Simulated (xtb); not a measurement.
sodium chloride (ClNa), singlet, from a rough starting geometry (GFN-xTB shapes and energies of metal compounds can be far from the true ones); GFN2-xTB (xtb).

Here is a job for xtb.
```
$ xtb mol.xyz --gfn 2 --opt vtight --json

# file mol.xyz
2

Na    -0.00545535     0.03189643    -1.19897761
Cl    -0.00960371    -0.03512440     1.23002569
```

Output, abridged:

```
   ID    Z sym.   atoms
    1   11 Na     1
    2   17 Cl     2

           -------------------------------------------------
          |                Calculation Setup                |
           -------------------------------------------------

           -------------------------------------------------
          |                 G F N 2 - x T B                 |
           -------------------------------------------------

          ...................................................
          :                      SETUP                      :
          :.................................................:
          :  # basis functions                  14          :
          :  # atomic orbitals                  13          :
          :  # shells                            5          :
          :  # electrons                         8          :
          :  max. iterations                   250          :
          :  Hamiltonian                  GFN2-xTB          :
          :  restarted?                      false          :
          :  GBSA solvation                  false          :
          :  PC potential                    false          :
          :  electronic temp.          300.0000000     K    :
          :  accuracy                    1.0000000          :
          :  -> integral cutoff          0.2500000E+02      :
          :  -> integral neglect         0.1000000E-07      :
          :  -> SCF convergence          0.1000000E-05 Eh   :
          :  -> wf. convergence          0.1000000E-03 e    :
          :  Broyden damping             0.4000000          :
          :  net charge                          0          :
          :  unpaired electrons                  0          :
          ...................................................

 iter      E             dE          RMSdq      gap      omega  full diag
   1     -4.8099864 -0.480999E+01  0.475E+00    3.21       0.0  T
   2     -4.8196168 -0.963042E-02  0.225E+00    1.95       1.0  T
   3     -4.8197196 -0.102811E-03  0.120E+00    1.83       1.0  T
   4     -4.8196102  0.109418E-03  0.510E-01    1.99       1.0  T
   5     -4.8198009 -0.190725E-03  0.296E-01    1.82       1.0  T
   6     -4.8198585 -0.575937E-04  0.119E-01    1.88       1.0  T
   7     -4.8198594 -0.914976E-06  0.121E-01    1.89       1.0  T
   8     -4.8198705 -0.110647E-04  0.177E-02    1.86       4.0  T
   9     -4.8198705 -0.607953E-07  0.130E-02    1.86       5.4  T
  10     -4.8198707 -0.116428E-06  0.169E-04    1.86     418.4  T
  11     -4.8198707  0.201535E-09  0.541E-04    1.86     130.8  T

   *** convergence criteria satisfied after 11 iterations ***

         :::::::::::::::::::::::::::::::::::::::::::::::::::::
         ::                     SUMMARY                     ::
         :::::::::::::::::::::::::::::::::::::::::::::::::::::
         :: total energy              -4.818150170208 Eh    ::
         :: gradient norm              0.016128419656 Eh/a0 ::
         :: HOMO-LUMO gap              1.861814903655 eV    ::
         ::.................................................::
         :: SCC energy                -4.819870657671 Eh    ::
         :: -> isotropic ES            0.079265171217 Eh    ::
         :: -> anisotropic ES          0.000616373814 Eh    ::
         :: -> anisotropic XC         -0.001015830765 Eh    ::
         :: -> dispersion             -0.000332775413 Eh    ::
         :: repulsion energy           0.001720487463 Eh    ::
         :: add. restraining           0.000000000000 Eh    ::
         :: total charge              -0.000000000000 e     ::
         :::::::::::::::::::::::::::::::::::::::::::::::::::::

      -----------------------------------------------------------
     |                   =====================                   |
     |                        A N C O P T                        |
     |                   =====================                   |
[...]
 * total energy  :    -4.8181502 Eh     change       -0.2106235E-09 Eh
 * total energy  :    -4.8202918 Eh     change       -0.2141647E-02 Eh
 * total energy  :    -4.8204220 Eh     change       -0.1301585E-03 Eh
 * total energy  :    -4.8204689 Eh     change       -0.4695858E-04 Eh
 * total energy  :    -4.8204693 Eh     change       -0.4092485E-06 Eh
 * total energy  :    -4.8204696 Eh     change       -0.2296411E-06 Eh
 * total energy  :    -4.8204696 Eh     change       -0.1287770E-10 Eh
   *** GEOMETRY OPTIMIZATION CONVERGED AFTER 7 ITERATIONS ***
         :: total energy              -4.820469573391 Eh    ::
[...]
         :: gradient norm              0.000000050436 Eh/a0 ::
         :: HOMO-LUMO gap              2.063615694489 eV    ::
         ::.................................................::
         :: SCC energy                -4.825762439196 Eh    ::
         :: -> isotropic ES            0.080537306919 Eh    ::
         :: -> anisotropic ES          0.000249866434 Eh    ::
         :: -> anisotropic XC         -0.000919677784 Eh    ::
         :: -> dispersion             -0.000332002827 Eh    ::
         :: repulsion energy           0.005292865805 Eh    ::
         :: add. restraining           0.000000000000 Eh    ::
         :: total charge              -0.000000000000 e     ::
         :::::::::::::::::::::::::::::::::::::::::::::::::::::

           -------------------------------------------------
          |                Property Printout                |
           -------------------------------------------------

    * Orbital Energies and Occupations

         #    Occupation            Energy/Eh            Energy/eV
      -------------------------------------------------------------
         1        2.0000           -0.9855819             -26.8190
         2        2.0000           -0.3852247             -10.4825
         3        2.0000           -0.3767028             -10.2506
         4        2.0000           -0.3767028             -10.2506 (HOMO)
         5                         -0.3008663              -8.1870 (LUMO)
         6                         -0.1098764              -2.9899
         7                         -0.1098764              -2.9899
         8                          0.1087531               2.9593
         9                          0.1097919               2.9876
        10                          0.1097919               2.9876
        11                          0.1118164               3.0427
        12                          0.1118164               3.0427
        13                          0.1324606               3.6044
      -------------------------------------------------------------
                  HL-Gap            0.0758365 Eh            2.0636 eV
             Fermi-level           -0.3387846 Eh           -9.2188 eV

     #   Z          covCN         q      C6AA      α(0)
     1  11 Na       0.688     0.668   102.486    35.015
     2  17 Cl       0.688    -0.668   121.551    16.862

 Mol. C6AA /au·bohr⁶  :        372.647554
 Mol. C8AA /au·bohr⁸  :      29357.043526
 Mol. α(0) /au        :         51.876470

Wiberg/Mayer (AO) data.
largest (>0.10) Wiberg bond orders for each atom

 ---------------------------------------------------------------------------
     #   Z sym  total        # sym  WBO       # sym  WBO       # sym  WBO
 ---------------------------------------------------------------------------
     1  11 Na   0.616 --     2 Cl   0.616
     2  17 Cl   0.616 --     1 Na   0.616
 ---------------------------------------------------------------------------

Topologies differ in total number of bonds
Writing topology from bond orders to xtbtopo.mol

molecular dipole:
                 x           y           z       tot (Debye)
 q only:        0.005       0.078      -2.833
   full:        0.005       0.077      -2.776       7.059
molecular quadrupole (traceless):
                xx          xy          yy          xz          yz          zz
 q only:        0.083      -0.002       0.083       0.061       0.016      -0.166
  q+dip:       -0.626      -0.002      -0.625       0.056      -0.042       1.251
   full:       -0.639      -0.002      -0.638       0.056      -0.044       1.277

optimized geometry written to: xtbopt.xyz

           -------------------------------------------------
          | TOTAL ENERGY               -4.820469573391 Eh   |
          | GRADIENT NORM               0.000000050436 Eh/α |
          | HOMO-LUMO GAP               2.063615694489 eV   |
           -------------------------------------------------
```
